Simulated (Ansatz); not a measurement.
CH7FSiSn can be A, `F[CH]([SiH3])[SnH3]`, or B, `[CH3][SnH2][SiH2]F`.

Calculated with Ansatz (gas phase, PBE0-D4/def2-TZVP geometries, no zero-point term in ΔE). CCSD(T)/CBS adds triple-zeta CCSD(T) − MP2 to the extrapolated MP2 energy (def2 sets, frozen cores). Functionals use def2-TZVPP. B3LYP here is the variant with VWN-RPA as its local correlation; programs differ in this. Elements past krypton have def2 core potentials. For Sn outer-core shells are correlated without core-valence functions, which leaves a few kJ/mol of doubt a bond. Each species was taken in one conformer, which may not be the lowest.

A:

```xyz
11

F     1.244    1.556   -0.230
C     0.801    0.243   -0.013
Si    0.029    0.093    1.701
Sn   -0.546   -0.293   -1.640
H     1.673   -0.416   -0.092
H     0.995    0.466    2.767
H    -0.381   -1.328    1.869
H    -1.169    0.966    1.793
H    -2.009    0.565   -1.461
H    -0.845   -1.973   -1.582
H     0.209    0.121   -3.111
```

B:

```xyz
11

C    -0.6874   -0.1315   -1.8155
Sn   -0.5423    0.7769    0.1211
Si    1.1238   -0.4983    1.6060
F     0.6494   -2.0318    1.7248
H    -1.4124    0.4105   -2.4227
H    -1.0093   -1.1677   -1.7139
H     0.2831   -0.1065   -2.3109
H    -0.0135    2.3974   -0.0489
H    -2.0876    0.8046    0.8555
H     1.2050    0.0521    2.9848
H     2.4912   -0.5055    1.0197
```

(1) Which isomer does CCSD(T)/CBS put lower? Give the gap. (Estimate.)

(2) Give E(B) − E(A) in kcal/mol with MP2/def2-TZVPP, B3LYP-D4, HF/def2-TZVPP, B3LYP, CCSD/def2-TZVPP, r2SCAN-D4, CCSD(T)/def2-TZVPP. (Best estimate.)

Largest T1 diagnostic: 0.013.

Results:

(1) The calculation gave: B, by 66.1 kcal/mol.

(2) Ansatz gave: MP2/def2-TZVPP -67.3, B3LYP-D4 -63.0, HF/def2-TZVPP -65.7, B3LYP -63.9, CCSD/def2-TZVPP -64.7, r2SCAN-D4 -63.9, CCSD(T)/def2-TZVPP -64.1. None reverses the order clearly.

From PBE to PBE0 (25 % exact exchange), in def2-TZVPP and without D4, E(B) − E(A) moves by −1.9 kcal/mol. The D4 term adds +0.9 kcal/mol with B3LYP and +0.4 kcal/mol with PBE0; it sums over pairs of atoms, weighted by their polarisabilities, and B3LYP, whose exchange is more repulsive, gets the larger term.
